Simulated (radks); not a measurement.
Valence configurations of Fe II (all share [Ar]). All-electron calculation, scalar-relativistic Kohn-Sham, SCAN, spin-unpolarised, spherical densities, finite nucleus; meta-GGA in the generalised Kohn-Sham scheme; Fermi nuclear charge, rms radius 3.7377 fm. Program: a radial shooting solver on a logarithmic mesh with Libxc functionals. Energies are relative to 3d6 4s1; eigenvalues in eV.

| valence | E (eV) | e(3d) | e(4p) | e(4s) |
|---|---|---|---|---|
| 3d6 4s1 | 0.000 | -15.998 | - | -12.363 |
| 3d7 | -2.315 | -11.375 | - | - |
| 3d5.5 4s1.5 | 2.231 | -18.700 | - | -13.355 |
| 3d6.5 4s0.5 | -1.492 | -13.564 | - | -11.268 |
| 3d6 4p1 | 5.105 | -17.434 | -7.898 | - |
| 3d5 4s1 4p1 | 11.261 | -23.010 | -9.183 | -15.049 |
| 3d5.5 4s1 4p0.5 | 5.017 | -19.399 | -8.205 | -13.760 |
| 3d5 4p2 | 17.099 | -24.355 | -9.799 | - |
| 3d5.5 4p1.5 | 10.475 | -20.800 | -8.842 | - |

NIST lists [Ar] 3d6 4s1 as the ground configuration; this level of theory puts 3d7 lower, by 2.315 eV. The energies are those of spherical spin-averaged densities, not of single terms. No valid solution was reached for [Ar] 3d5 4s2.
